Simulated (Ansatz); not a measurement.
CH8SSi2, SMILES `C[SiH2]S[SiH3]`, 12 atoms. The species carries charge 0 and has multiplicity 1. All runs use 4 threads of a server CPU on a shared host. Correlated methods freeze the cores.

(1) Give the basis size and wall time and peak host memory of each of these runs in Ansatz. RKS PBE0-D4/def2-TZVPP energy; RHF-MP2/def2-QZVPP energy; direct RPA on PBE orbitals/def2-TZVPP energy; RKS ωB97M-V/def2-QZVPP energy; RKS PBE0-D4/def2-TZVP frequencies; RKS PBE0-D4/def2-SVP energy; RKS PBE-QIDH (frozen core)/def2-TZVPP energy; RHF-CCSD(T)/def2-SVP energy; RKS ωB97M-V/def2-TZVPP energy and forces; RHF-CCSD(T)/def2-TZVPP energy; RKS B3LYP-D4/def2-TZVPP energy and forces; RKS PBE0-D4/def2-TZVP relaxation (7 steps). (Best estimate.)

## Answers

(1) Computed: Other jobs shared the machine, so times are rough.

```csv
level,job,functions,wall time,peak host memory (GiB)
RKS PBE0-D4/def2-SVP,energy,108,1.3 s,0.21
RHF-CCSD(T)/def2-SVP,energy,108,3.7 s,0.43
RKS PBE0-D4/def2-TZVPP,energy,269,4 s,0.74
direct RPA on PBE orbitals/def2-TZVPP,energy,269,6 s,0.62
RKS PBE-QIDH (frozen core)/def2-TZVPP,energy,269,6.5 s,0.69
RKS B3LYP-D4/def2-TZVPP,energy and forces,269,6.5 s,0.83
RKS ωB97M-V/def2-TZVPP,energy and forces,269,14 s,1.1
RKS PBE0-D4/def2-TZVP,relaxation (7 steps),190,25 s,0.5
RKS ωB97M-V/def2-QZVPP,energy,507,27 s,2.4
RHF-MP2/def2-QZVPP,energy,507,36 s,3.2
RHF-CCSD(T)/def2-TZVPP,energy,269,2.4 min,6.2
RKS PBE0-D4/def2-TZVP,frequencies,190,2.9 min,0.51
```

B3LYP here is the variant with VWN-RPA as its local correlation; programs differ in this.
